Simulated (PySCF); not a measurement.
# How methods differ on the ionisation energy of Ni(2+)

Ni(2+) [Ar] 3d8 (3F) → Ni(3+) [Ar] 3d7 (4F), as a difference of total energies. Calculation: PySCF 2.14, in cc-pVDZ-DK (6s5p3d1f, 43 functions); scalar relativity by spin-free X2C-1e. Correlated levels: valence: [Ar] frozen. The calculations carry no spin-orbit coupling.

```tsv
method	ionisation energy (eV)
UHF	32.887
PBE	35.881
BP86	35.993
MP2 (valence)	35.008
SCS-MP2 (valence)	34.881
```

Q: How much does correlation contribute at MP2 (valence)?

A: 35.008 − (32.887) = 2.121 eV, measured against UHF.

The reference lies between the lowest fine-structure levels, while these numbers refer to the centres of the terms.

Errors of the correlated levels include the incompleteness of this basis and the frozen core.

For comparison: 35.187 ± 0.019 eV (measured; NIST Atomic Spectra Database, ionization energies).
